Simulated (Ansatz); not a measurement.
Species: sum formula TaO2F, net charge 0, singlet state. SMILES: [O]=[Ta](=[O])[F]
Structure (B3LYP-D3(BJ)/def2-TZVP (Ansatz, a first-principles code) minimum search):
```xyz
4

Ta     0.0398    -0.0535    -0.1459
O     -1.3777    -0.9594     0.3002
O     -0.4690     1.5933    -0.3875
F      1.3190    -0.1299     1.2607
```

Task: Give the harmonic wavenumbers at B3LYP-D3(BJ)/def2-TZVP (Ansatz, finite differences of forces, unscaled).

Result: 187, 228, 331, 649, 926, 990 cm⁻¹. Zero-point energy 4.7 kcal/mol.

Task: From these and the geometry, give the ideal-gas thermochemistry at 298.15 K and 1 atm (rigid rotor, harmonic oscillator).

Result: Point group Cs, rotational symmetry number 1. Rotational constants 6.52, 5.122, 3.457 GHz. S(trans) 42.23, S(rot) 25.43, S(vib) 6.00, S(elec, spin only) 0.00, S 73.7 cal/(mol K). H(298) - H(0) 3.44 kcal/mol; G - E(el) -13.8 kcal/mol.
